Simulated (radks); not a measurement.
Species: the thallium ion Tl13+. Configuration: [Xe] 4f14 (the NIST ground configuration).

All-electron calculation, Dirac Kohn-Sham, PBE, spin-unpolarised, spherical densities, finite nucleus; Fermi nuclear charge, rms radius 5.4759 fm. Program: a radial shooting solver on a logarithmic mesh with Libxc functionals.

Energy parts (eV):
total: -550581.80
kinetic: 637677.31
electron-nucleus: -1373913.15
Hartree: 195798.59
exchange-correlation: -10144.54

Orbitals (lengths in bohr, moments of r in powers of bohr; r(90%) holds 90 % of the orbital's charge):
| orbital | occ. | eigenvalue (eV) | r(90%) | <r^4> | <r> |
|---|---|---|---|---|---|
| 1s1/2 | 2 | -85683.95 | 0.0299 | 3.762e-07 | 0.01632 |
| 2s1/2 | 2 | -15451.08 | 0.107 | 0.00005417 | 0.06807 |
| 2p1/2 | 2 | -14847.31 | 0.0934 | 0.00003200 | 0.05589 |
| 2p3/2 | 4 | -12781.77 | 0.105 | 0.00005091 | 0.06468 |
| 3s1/2 | 2 | -3875.477 | 0.261 | 0.001958 | 0.1770 |
| 3p1/2 | 2 | -3602.090 | 0.252 | 0.001699 | 0.1673 |
| 3p3/2 | 4 | -3142.556 | 0.274 | 0.002390 | 0.1834 |
| 3d3/2 | 4 | -2689.847 | 0.248 | 0.001572 | 0.1594 |
| 3d5/2 | 6 | -2591.630 | 0.254 | 0.001741 | 0.1643 |
| 4s1/2 | 2 | -1054.119 | 0.561 | 0.04302 | 0.3910 |
| 4p1/2 | 2 | -935.9713 | 0.570 | 0.04544 | 0.3924 |
| 4p3/2 | 4 | -823.8637 | 0.618 | 0.06289 | 0.4264 |
| 4d3/2 | 4 | -630.5129 | 0.643 | 0.07257 | 0.4315 |
| 4d5/2 | 6 | -609.5070 | 0.658 | 0.07984 | 0.4424 |
| 5s1/2 | 2 | -361.6487 | 1.18 | 0.8455 | 0.8368 |
| 4f5/2 | 6 | -359.3102 | 0.722 | 0.1158 | 0.4560 |
| 4f7/2 | 8 | -354.5868 | 0.731 | 0.1216 | 0.4619 |
| 5p1/2 | 2 | -319.1616 | 1.24 | 1.041 | 0.8776 |
| 5p3/2 | 4 | -294.5136 | 1.33 | 1.372 | 0.9422 |

The highest occupied level is 5p3/2 at -294.51 eV. The density falls to 0.001 e/bohr^3 at r = 2.05 bohr. The electron density at the nucleus is 2.523e+06 e/bohr^3.
